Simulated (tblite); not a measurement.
`O=CC1=CC=C([O-])[SiH2]1` (charge -1). Computed geometry: GFN2-xTB, gas phase.

```
atom  x, y, z in Å
O1    -2.9787    0.2978   -0.8731
C2    -2.0708    0.7596   -0.1719
C3    -0.7591    0.2941   -0.0497
C4     0.1925    0.9005    0.7814
C5     1.4653    0.3787    0.8404
C6     1.7092   -0.7633    0.0279
O7     2.7847   -1.3758   -0.0611
Si8    0.0505   -1.1571   -0.8923
H9    -2.2971    1.6655    0.4558
H10   -0.0768    1.7738    1.3724
H11    2.2400    0.8076    1.4647
H12   -0.4645   -2.4946   -0.5575
H13    0.2005   -1.0862   -2.3547
```

(1) Give the dihedral angles H10–C4–C5–H11, C2–C3–Si8–C6, O1–C2–C3–C4, H9–C2–C3–Si8.

(2) Work out the bond lengths C2–C3, C4–C5, C5–H11, C6–O7, C6–Si8 in Å.

(3) How far are the heavy atoms from their best plane (unweighted least squares)?

(4) How far apart are these pairs, which share no bond: O1···C6, C3···H10, C4···C6, C5···H13, C6···H12, H9···H10, H9···H12?

(5) Where is the centre of mass (commonest isotopes), and what is the radius of gyration?

(6) Write the matrix of distances between heavy atoms (Å, lower triangle).

Answers

(1) H10–C4–C5–H11 0° (synperiplanar); C2–C3–Si8–C6 180° (antiperiplanar); O1–C2–C3–C4 180° (antiperiplanar); H9–C2–C3–Si8 180° (antiperiplanar). Dihedral signs follow IUPAC: positive where, seen along the central bond, the front bond turns clockwise onto the rear one.

(2) For C2–C3 the difference vector is (1.3117, -0.4655, 0.1222) Å, of length 1.3972 Å. C2–C3 1.397; C4–C5 1.377; C5–H11 1.083; C6–O7 1.241; C6–Si8 1.937 Å.

(3) 0.002 Å rms; none is more than 0.004 Å off.

(4) O1···C6 4.890 Å (4 bonds apart); C3···H10 2.163 Å (2 bonds apart); C4···C6 2.374 Å (2 bonds apart); C5···H13 3.736 Å (3 bonds apart); C6···H12 2.840 Å (2 bonds apart); H9···H10 2.404 Å (4 bonds apart); H9···H12 4.657 Å (4 bonds apart).

(5) Mass 125.006 u; centre at (0.035, -0.241, -0.179) Å; Rg = √(Σ m r²/M) = 2.108 Å. As Ia + Ib + Ic = 2 Σ m r², the three principal moments sum to 1110.9 u·Å².

(6) 
```
O1    0.000
C2    1.237  0.000
C3    2.367  1.397  0.000
C4    3.627  2.460  1.401  0.000
C5    4.764  3.698  2.397  1.377  0.000
C6    4.890  4.080  2.686  2.374  1.423  0.000
O7    6.056  5.305  3.918  3.551  2.373  1.241  0.000
Si8   3.361  2.948  1.863  2.656  2.713  1.937  2.866  0.000
```

The point group is Cs within 0.08 Å; differences among equivalent distances and angles are scatter left by the optimiser. Its GFN2-xTB frequencies are all real (lowest 83 cm⁻¹). 2 starts were optimised and ended at 0.00 and 1.15 kcal/mol (GFN2-xTB); the lowest of these is shown.

On one thread, Arm Neoverse V2 (aarch64), no GPU (shared host), this took 0.17 s. These figures are those of the optimisation.

One conformer stands for the species.
